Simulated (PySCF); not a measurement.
## Germanium: a sound run and one with changed settings

Sound run: Ge²⁺ [Ar] 3d10 4s2, Ge³⁺ [Ar] 3d10 4s1. Calculation: PySCF 2.14, in x2c-TZVPall; scalar relativity by spin-free X2C-1e. In the sound run the correlated levels freeze [Ar] 3d10. The sound run starts from symmetry-adapted Hartree-Fock orbitals and uses a fine grid where one is needed.

Changed run: no relativity, point nucleus. This setting is unsound on purpose.

```json
{"species": "Ge²⁺", "method": "UHF", "sound run (hartree)": "-2096.21719", "changed run (hartree)": "-2064.89117", "converged": "yes"}
{"species": "Ge²⁺", "method": "LDA", "sound run (hartree)": "-2094.54589", "changed run (hartree)": "-2063.25530", "converged": "yes"}
{"species": "Ge²⁺", "method": "MN15", "sound run (hartree)": "-2099.13480", "changed run (hartree)": "-2067.89082", "converged": "yes"}
{"species": "Ge²⁺", "method": "MP2", "sound run (hartree)": "-2096.24507", "changed run (hartree)": "-2064.91986", "converged": "yes"}
{"species": "Ge²⁺", "method": "CCSD(T)", "sound run (hartree)": "-2096.25571", "changed run (hartree)": "-2064.93122", "converged": "yes"}
{"species": "Ge³⁺", "method": "UHF", "sound run (hartree)": "-2095.03474", "changed run (hartree)": "-2063.73381", "converged": "yes"}
{"species": "Ge³⁺", "method": "LDA", "sound run (hartree)": "-2093.26728", "changed run (hartree)": "-2062.00639", "converged": "yes"}
{"species": "Ge³⁺", "method": "MN15", "sound run (hartree)": "-2097.89286", "changed run (hartree)": "-2066.67792", "converged": "yes"}
```

Ionisation energy of Ge²⁺:

| method | sound run (eV) | changed run (eV) |
| --- | --- | --- |
| UHF | 32.176 | 31.493 |
| LDA | 34.793 | 33.985 |
| MN15 | 33.795 | 33.004 |
| MP2 | 32.935 | 32.274 |
| SCS-MP2 | 33.086 | 32.430 |
| CCSD | 33.224 | 32.583 |
| CCSD(T) | 33.224 | 32.583 |
| CCSDT | 33.224 | 32.583 |
| FCI | 33.224 | 32.583 |

Most of the change in total energy is the relativistic energy itself. On top of that the contraction fixes the core shape for the Hamiltonian it was made with, so the changed run is not a good calculation with the other Hamiltonian either.

For comparison, NIST gives 34.058 eV between the lowest levels.
